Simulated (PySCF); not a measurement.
Run record: geometry optimisation, `C=Cc1ccc(C(C)C)cc1` (4-isopropyl styrene).

Method: PBE0-D3(BJ)/def2-SVP geometry optimisation, gas phase (PySCF 2.14.0). Start geometry: GFN2-xTB. A driver script takes a list of jobs; this job's settings line and coordinates (Å) are shown.

Input:
```
{"job": {"xc": "PBE0", "basis": "def2-SVP", "d3": "d3bj", "grid": 2, "kind": "geom"}, "charge": 0, "multiplicity": 1}
C      4.313837    -0.776389     0.384651
C      3.503430    -0.217966    -0.506332
C      2.061485    -0.044290    -0.389184
C      1.318194    -0.523480     0.690228
C     -0.043951    -0.317663     0.761923
C     -0.721193     0.374070    -0.237078
C     -2.209211     0.608963    -0.163393
C     -2.968511    -0.718084    -0.230209
C     -2.581343     1.385599     1.101524
C      0.014201     0.843368    -1.318096
C      1.377449     0.638171    -1.395393
H      3.964792    -1.176345     1.320966
H      5.373239    -0.851316     0.207943
H      3.926127     0.168849    -1.426064
H      1.810011    -1.065912     1.483119
H     -0.587233    -0.702324     1.612820
H     -2.500759     1.212183    -1.030835
H     -2.721134    -1.249346    -1.146809
H     -4.041561    -0.540114    -0.210842
H     -2.710245    -1.353246     0.613489
H     -2.003468     2.305281     1.165068
H     -2.384756     0.793978     1.992086
H     -3.638547     1.641906     1.087694
H     -0.489093     1.379184    -2.111256
H      1.927306     1.015424    -2.246887
```

Q: What does the run print?

A: 
```
step   0  E = -426.78832606  max force = 0.011712
step   1  E = -426.79099902  max force = 0.001967
step   2  E = -426.79102628  max force = 0.000337
step   3  E = -426.79102885  max force = 0.000713
step   4  E = -426.79103370  max force = 0.000406
optimisation converged
```

Energies in Eh; «max force» is the largest Cartesian gradient component in Eh/bohr.

Q: Give the first gradient maximum in eV/Å.

A: With 1 Eh/bohr = 51.422 eV/Å, 0.602 eV/Å.

Q: How much energy does the optimisation release, in kcal/mol?

A: E(step 0) − E(last step) = 0.002708 Eh, which is 1.7 kcal/mol.

Summary of the converged run: final energy -426.79103 Eh after 4 steps; dipole 0.65 D.

Q: Give the final coordinates.

A: 0.041 Å rms from the input after alignment:
```
atom  x, y, z in Å
C1     4.3375   -0.8677    0.5653
C2     3.5206   -0.2758   -0.3146
C3     2.0713   -0.0816   -0.1916
C4     1.3209   -0.5593    0.8960
C5    -0.0486   -0.3491    0.9688
C6    -0.7348    0.3459   -0.0385
C7    -2.2303    0.5650    0.0374
C8    -2.9924   -0.7582   -0.0427
C9    -2.6262    1.3625    1.2797
C10    0.0095    0.8198   -1.1211
C11    1.3842    0.6104   -1.1976
H12    3.9772   -1.2822    1.5106
H13    5.4075   -0.9562    0.3653
H14    3.9569    0.1198   -1.2390
H15    1.8179   -1.1083    1.6987
H16   -0.5986   -0.7372    1.8302
H17   -2.5091    1.1640   -0.8461
H18   -2.7368   -1.3099   -0.9594
H19   -4.0801   -0.5848   -0.0370
H20   -2.7537   -1.4070    0.8150
H21   -2.0813    2.3167    1.3315
H22   -2.4072    0.8016    2.2021
H23   -3.7053    1.5822    1.2746
H24   -0.4986    1.3645   -1.9218
H25    1.9421    0.9927   -2.0569
```

Q: Estimate the wall time. Hardware: one thread, Arm Neoverse V1 (aarch64), no GPU, shared host with 32 logical CPUs at a one-minute load of 16. And the peak memory of the process?

A: About 3.1 min, with 1.1 GiB resident at the peak, the Python interpreter and its libraries included.
Labels such as C1 count atoms from 1, the log's own numbers from 0.
